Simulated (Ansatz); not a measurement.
`OCC[AsH2]`. Charge 0, multiplicity 1. Correlated methods include outer-core shells of As, which these sets cover unevenly. Scalar relativity is left out up to krypton.

| atom | x (Å) | y (Å) | z (Å) |
| --- | --- | --- | --- |
| O1 | 0.978 | 0.566 | -1.162 |
| C2 | 0.888 | -0.283 | -0.038 |
| C3 | -0.149 | 0.270 | 0.908 |
| As4 | -2.016 | 0.308 | 0.253 |
| H5 | 1.594 | 0.182 | -1.790 |
| H6 | 1.858 | -0.335 | 0.480 |
| H7 | 0.613 | -1.305 | -0.334 |
| H8 | 0.108 | 1.296 | 1.183 |
| H9 | -0.160 | -0.319 | 1.829 |
| H10 | -2.036 | -1.156 | -0.178 |
| H11 | -1.678 | 0.778 | -1.151 |

(1) Give the diagnostics of a CCSD(T)/def2-TZVPP run (frozen core, the Gaussian-basis code of Ansatz). (Best estimate.)

Answers

(1) Ansatz gave: T1 = 0.0105, largest single amplitude 0.014, largest double 0.035, (T) share of the correlation energy 3.6 %, 9 CCSD cycles. The RHF solution is stable towards an unrestricted one. T1 lies under the customary mark of 0.02 for closed shells.
